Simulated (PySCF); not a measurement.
C5H9Cl.

```xyz
15

C     -3.1651     0.1810     0.0523
C     -1.8952    -0.6199    -0.2346
C     -0.7211     0.2640    -0.6953
C      0.5160    -0.5186    -1.0136
C      1.6887    -0.4893    -0.3552
Cl     2.0088     0.5271     1.0264
H     -2.9928     0.9373     0.8462
H     -3.5126     0.7250    -0.8510
H     -3.9937    -0.4742     0.3883
H     -2.1013    -1.3912    -1.0095
H     -1.5833    -1.1796     0.6735
H     -0.4912     1.0178     0.0861
H     -1.0361     0.8301    -1.6016
H      0.4671    -1.2235    -1.8632
H      2.5538    -1.1069    -0.6385
```
Charge 0, spin multiplicity 1.

Geometry: PBE-D3(BJ)/def2-SVP. The values are those of a single conformer.

Level of theory: PBE0/pcSseg-1 (PySCF). Non-relativistic, no solvent.

Computed absolute GIAO shielding of each atom: isotropic value and principal components (ppm):
```
atom  σ(iso)    σ11    σ22    σ33   span
----  ------  -----  -----  -----  -----
C1     166.1  155.4  159.0  183.9   28.5
C2     156.5  144.2  156.2  169.2   25.0
C3     150.0  127.5  154.0  168.6   41.0
C4      41.4  -78.3   57.5  145.1  223.4
C5      50.3  -46.7   83.6  114.0  160.6
Cl6    760.2  516.7  813.7  950.0  433.3
H7      30.0   25.7   28.7   35.6    9.9
H8      30.1   26.2   28.1   36.0    9.8
H9      29.8   25.4   27.0   37.0   11.6
H10     29.8   24.9   29.5   34.9   10.0
H11     29.9   25.3   30.0   34.3    9.0
H12     28.4   23.4   28.5   33.3    9.9
H13     29.4   25.0   28.6   34.5    9.5
H14     25.2   23.0   24.8   27.8    4.9
H15     25.1   20.4   26.9   27.9    7.6
```
